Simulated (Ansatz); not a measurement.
`NCO[SiH2]Cl` and `O[SiH2]O[SiH2]Cl` differ in one atom or group.

Ansatz, PBE0-D4/def2-TZVP geometries, multiplicity 1. Each molecule was computed in one conformer, which needn't be the lowest.

```tsv
property	`NCO[SiH2]Cl`
LUMO energy (B3LYP/def2-TZVPP) / eV	0.33
LUMO energy (PBE/def2-TZVPP) / eV	-0.30
size of the dipole moment (B3LYP/def2-TZVPP) / D	1.49
HOMO energy (PBE/def2-TZVPP) / eV	-6.32
ideal-gas entropy at 298 K and 1 bar (rigid rotor, harmonic PBE0-D4/def2-TZVP) / J/(mol·K)	361
HOMO energy (B3LYP/def2-TZVPP) / eV	-7.56
```

(1) What does the change do to each property? (Estimate.)

## Answers

(1) Ansatz gave: 
```tsv
property	`O[SiH2]O[SiH2]Cl`	shift
LUMO energy (B3LYP/def2-TZVPP) / eV	0.03	-0.30
LUMO energy (PBE/def2-TZVPP) / eV	-0.64	-0.34
size of the dipole moment (B3LYP/def2-TZVPP) / D	0.67	-0.82
HOMO energy (PBE/def2-TZVPP) / eV	-7.37	-1.05
ideal-gas entropy at 298 K and 1 bar (rigid rotor, harmonic PBE0-D4/def2-TZVP) / J/(mol·K)	383	22
HOMO energy (B3LYP/def2-TZVPP) / eV	-8.59	-1.03
```

With PBE0 the HOMO falls by 0.97 eV and the LUMO falls by 0.32 eV, so the gap widens by about 0.65 eV. PBE moves the HOMO by -1.05 eV and ωB97M-V by -0.81 eV. The zero-point energy changes by -62.2 kJ/mol with -3 modes. Dipoles are sizes alone; their direction can turn. Modes under 60 cm⁻¹, often nearly free rotors, make the harmonic entropy too high.

B3LYP here is the variant with VWN-RPA as its local correlation; programs differ in this.
